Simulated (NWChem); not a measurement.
System: C$_{2}$H$_{8}$BNO; SMILES B(O)(NC)C

Parts of the log:

```
             Northwest Computational Chemistry Package (NWChem) 7.3.0
             --------------------------------------------------------

 CS  symmetry detected

                             Geometry "geometry" -> ""
                             -------------------------

 Output coordinates in angstroms (scale by  1.889725989 to convert to a.u.)

  No.       Tag          Charge          X              Y              Z
 ---- ---------------- ---------- -------------- -------------- --------------
    1 B                    5.0000     0.05139811     0.52391484     0.00000000
    2 C                    6.0000    -0.75992074     1.87913778     0.00000000
    3 H                    1.0000    -1.85271476     1.74800429     0.00000000
    4 H                    1.0000    -0.48938648     2.48334133    -0.88137171
    5 H                    1.0000    -0.48938648     2.48334133     0.88137171
    6 N                    7.0000    -0.62305175    -0.72286918     0.00000000
    7 C                    6.0000    -0.06959068    -2.04833790     0.00000000
    8 H                    1.0000    -1.63463433    -0.69738099     0.00000000
    9 H                    1.0000    -0.36221839    -2.63217820    -0.89109801
   10 H                    1.0000    -0.36221839    -2.63217820     0.89109801
   11 H                    1.0000     1.03106554    -2.01025669     0.00000000
   12 O                    8.0000     1.42148651     0.61817111     0.00000000
   13 H                    1.0000     1.86904146    -0.23235096     0.00000000

 Effective nuclear repulsion energy (a.u.)     171.7779766865

      Symmetry information
      --------------------

 Group name             Cs
 Group number              2
 Group order               2
 No. of unique centers    11

  pbe96 is a nonlocal functional; adding pw91lda local functional.

                                 NWChem DFT Module
                                 -----------------

 Summary of "ao basis" -> "ao basis" (spherical)
 ------------------------------------------------------------------------------
       Tag                 Description            Shells   Functions and Types
 ---------------- ------------------------------  ------  ---------------------
 B                           3-21g                   5        9   3s2p
 C                           3-21g                   5        9   3s2p
 H                           3-21g                   2        2   2s
 N                           3-21g                   5        9   3s2p
 O                           3-21g                   5        9   3s2p

      Symmetry analysis of basis
      --------------------------

        a'         47
        a"         14

            General Information
            -------------------
          SCF calculation type: DFT
          Wavefunction type:  closed shell.
          No. of atoms     :    13
          No. of electrons :    40
           Alpha electrons :    20
            Beta electrons :    20
          Charge           :     0
          Spin multiplicity:     1
          Use of symmetry is: on ; symmetry adaption is: on
          Maximum number of iterations: 150
          AO basis - number of functions:    61
                     number of shells:    41
          Convergence on energy requested:  1.00D-06
          Convergence on density requested:  1.00D-05
          Convergence on gradient requested:  5.00D-04

              XC Information
              --------------
          PerdewBurkeErnzerhof Exchange Functional  1.000
            Perdew 1991 LDA Correlation Functional  1.000 local
           PerdewBurkeErnz. Correlation Functional  1.000 non-local

             Grid Information
             ----------------
          Grid used for XC integration:  medium
          Radial quadrature: Mura-Knowles
          Angular quadrature: Lebedev.
          Tag              B.-S. Rad. Rad. Pts. Rad. Cut. Ang. Pts.
          ---              ---------- --------- --------- ---------
          B                   0.85       49           9.0       434
          C                   0.70       49          11.0       434
          H                   0.35       45          12.0       434
          N                   0.65       49           9.0       434
          O                   0.60       49          10.0       434
          Grid pruning is: on
          Number of quadrature shells:   515
          Spatial weights used:  Erf1

      Superposition of Atomic Density Guess
      -------------------------------------

 Sum of atomic energies:        -231.67536877

      Non-variational initial energy
      ------------------------------

 Total energy =    -234.540082
 1-e energy   =    -653.286184
 2-e energy   =     246.968125
 HOMO         =      -0.289981
 LUMO         =       0.123039

      Symmetry analysis of molecular orbitals - initial
      -------------------------------------------------

  Numbering of irreducible representations:

     1 a'          2 a"

  Orbital symmetries:

     1 a'          2 a'          3 a'          4 a'          5 a'
     6 a'          7 a'          8 a'          9 a'         10 a'
    11 a'         12 a'         13 a"         14 a"         15 a'
    16 a'         17 a"         18 a'         19 a'         20 a"
    21 a"         22 a'         23 a'         24 a'         25 a'
    26 a'         27 a"         28 a"         29 a'         30 a'

     ---------------------------------------------
      Total Density - Mulliken Population Analysis
     ---------------------------------------------

    Atom       Charge   Shell Charges
 -----------   ------   -------------------------------------------------------
    1 B    5     3.91   1.99  0.42  0.98  0.28  0.24
    2 C    6     7.16   1.99  0.40  1.65  1.21  1.90
    3 H    1     0.74   0.41  0.33
    4 H    1     0.73   0.40  0.33
    5 H    1     0.73   0.40  0.33
    6 N    7     7.96   1.99  0.39  1.92  1.27  2.40
    7 C    6     6.41   1.99  0.39  1.49  1.06  1.47
    8 H    1     0.60   0.37  0.23
    9 H    1     0.78   0.43  0.35
   10 H    1     0.78   0.43  0.35
   11 H    1     0.78   0.42  0.35
   12 O    8     8.92   1.99  0.44  2.29  1.43  2.78
   13 H    1     0.50   0.32  0.18

   convergence    iter        energy       DeltaE   RMS-Dens  Diis-err
 ---------------- ----- ----------------- --------- --------- ---------
 d= 0,ls=0.0,diis     1   -234.2624219855 -4.06D+02  2.32D-02  8.54D-01
 d= 0,ls=0.0,diis     2   -234.2156198716  4.68D-02  1.60D-02  1.37D+00
 d= 0,ls=0.0,diis     3   -234.3356355633 -1.20D-01  4.82D-03  1.74D-01
 d= 0,ls=0.0,diis     4   -234.3473761350 -1.17D-02  2.00D-03  3.85D-02
 d= 0,ls=0.0,diis     5   -234.3513194636 -3.94D-03  4.60D-04  8.34D-04
  Resetting Diis
 d= 0,ls=0.0,diis     6   -234.3514004245 -8.10D-05  1.61D-04  1.65D-04
 d= 0,ls=0.0,diis     7   -234.3514212092 -2.08D-05  5.15D-05  2.54D-06
 d= 0,ls=0.0,diis     8   -234.3514204969  7.12D-07  3.19D-05  1.03D-05
 d= 0,ls=0.0,diis     9   -234.3514215012 -1.00D-06  4.98D-06  1.03D-07
 d= 0,ls=0.0,diis    10   -234.3514215130 -1.18D-08  1.63D-06  1.78D-08

         Total DFT energy =     -234.351421513000
      One electron energy =     -658.009653637704
           Coulomb energy =      284.946570743605
    Exchange-Corr. energy =      -33.066315305373
 Nuclear repulsion energy =      171.777976686471

 Numeric. integr. density =       39.999987282819

                  Occupations of the irreducible representations
                  ----------------------------------------------

                     irrep           alpha         beta
                     --------     --------     --------
                     a'               16.0         16.0
                     a"                4.0          4.0

                       DFT Final Molecular Orbital Analysis
                       ------------------------------------

 Vector   18  Occ=2.000000D+00  E=-2.664852D-01  Symmetry=a"
              MO Center=  7.5D-01,  6.8D-01, -6.4D-16, r^2= 2.5D+00
   Bfn.  Coefficient  Atom+Function         Bfn.  Coefficient  Atom+Function
  ----- ------------  ---------------      ----- ------------  ---------------
    59      0.445103  12 O  pz               55      0.410080  12 O  pz
     9      0.201876   1 B  pz               18     -0.172587   2 C  pz
     5      0.170510   1 B  pz               14     -0.152243   2 C  pz
    29      0.117707   6 N  pz               33      0.106603   6 N  pz
    21      0.100047   4 H  s                23     -0.100047   5 H  s

 Vector   19  Occ=2.000000D+00  E=-2.530812D-01  Symmetry=a'
              MO Center=  4.6D-01,  9.1D-01,  7.8D-15, r^2= 2.6D+00
   Bfn.  Coefficient  Atom+Function         Bfn.  Coefficient  Atom+Function
  ----- ------------  ---------------      ----- ------------  ---------------
    58      0.293365  12 O  py               54      0.291151  12 O  py
    56      0.282500  12 O  s                17      0.260530   2 C  py
    30      0.246716   6 N  s                13      0.236118   2 C  py
    15     -0.221569   2 C  s                 4     -0.200903   1 B  py
    57      0.180061  12 O  px               32      0.148880   6 N  py

 Vector   20  Occ=2.000000D+00  E=-1.886933D-01  Symmetry=a"
              MO Center= -1.7D-01, -6.2D-01,  1.7D-16, r^2= 2.3D+00
   Bfn.  Coefficient  Atom+Function         Bfn.  Coefficient  Atom+Function
  ----- ------------  ---------------      ----- ------------  ---------------
    33      0.519045   6 N  pz               29      0.416093   6 N  pz
    59     -0.294132  12 O  pz               55     -0.244915  12 O  pz
    46      0.165728   9 H  s                48     -0.165728  10 H  s
    45      0.111494   9 H  s                47     -0.111494  10 H  s
    38     -0.102602   7 C  pz                5      0.096562   1 B  pz

[...]
```

Level: PBE/3-21G. Geometry: optimised at PBE0/def2-SVP. Not confirmed as a minimum by frequencies.

### Question
Reconstruct the input file.

### Answer
This is not unique; one that fits is the input that was run:
```
start job
memory heap 200 mb stack 900 mb global 1100 mb
geometry units angstroms noautoz
  B      0.031545     0.519900     0.072505
  C     -0.778306     1.874373     0.006084
  H     -1.854015     1.745067    -0.187631
  H     -0.365932     2.524777    -0.782571
  H     -0.666919     2.429807     0.951688
  N     -0.623529    -0.724119    -0.108182
  C     -0.068003    -2.048504    -0.084063
  H     -1.620570    -0.697196    -0.278867
  H     -0.201137    -2.583760    -1.041311
  H     -0.502786    -2.678448     0.712618
  H      1.016458    -2.012037     0.104377
  O      1.380921     0.612019     0.310675
  H      1.828404    -0.237958     0.342161
end
basis spherical
  B library 3-21g
  C library 3-21g
  H library 3-21g
  N library 3-21g
  O library 3-21g
end
dft
  xc xpbe96 cpbe96
  iterations 150
  mulliken
end
task dft energy
```
